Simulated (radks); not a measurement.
The numbers below are computed, except where a source is named.
W XIX, configuration [Kr] 4d10 4f10. Code: a radial shooting solver on a logarithmic mesh with Libxc functionals. Model: scalar-relativistic Kohn-Sham, PBEsol, spin-polarised, spherical densities, finite nucleus; open shells are filled with parallel spins first (spin-orbit coupling, left out, can overturn this in heavy ions); Fermi nuclear charge, rms radius 5.3658 fm.

Normalised radial functions P(r) = r R(r), r in bohr:

| r | 4p up | 4p down |
|---|---|---|
| 0.002688 | 0.0239 | 0.0238 |
| 0.003444 | 0.0359 | 0.0359 |
| 0.004413 | 0.0539 | 0.0538 |
| 0.005656 | 0.0802 | 0.0801 |
| 0.007247 | 0.1183 | 0.1181 |
| 0.009362 | 0.1739 | 0.1736 |
| 0.012 | 0.2473 | 0.2469 |
| 0.01537 | 0.3420 | 0.3415 |
| 0.0197 | 0.4549 | 0.4542 |
| 0.02525 | 0.5732 | 0.5722 |
| 0.03261 | 0.6702 | 0.6691 |
| 0.04179 | 0.6902 | 0.6891 |
| 0.05355 | 0.5745 | 0.5734 |
| 0.06862 | 0.2733 | 0.2726 |
| 0.08864 | -0.2169 | -0.2168 |
| 0.1136 | -0.7255 | -0.7245 |
| 0.1456 | -1.0013 | -0.9994 |
| 0.1865 | -0.7728 | -0.7705 |
| 0.239 | 0.0070 | 0.0089 |
| 0.3088 | 1.0289 | 1.0291 |
| 0.3957 | 1.6537 | 1.6528 |
| 0.5071 | 1.5973 | 1.5971 |
| 0.6498 | 1.0552 | 1.0562 |
| 0.8327 | 0.4764 | 0.4779 |
| 1.076 | 0.1322 | 0.1334 |
| 1.378 | 0.0221 | 0.0225 |
| 1.766 | 0.0019 | 0.0019 |

4p up: eigenvalue -845.35 eV, 2 radial nodes at r = 0.0798, 0.239 bohr, <r> = 0.468 bohr, 90 % of the charge inside 0.677 bohr. 4p down: eigenvalue -840.25 eV, 2 radial nodes at r = 0.0798, 0.239 bohr, <r> = 0.469 bohr, 90 % of the charge inside 0.678 bohr.
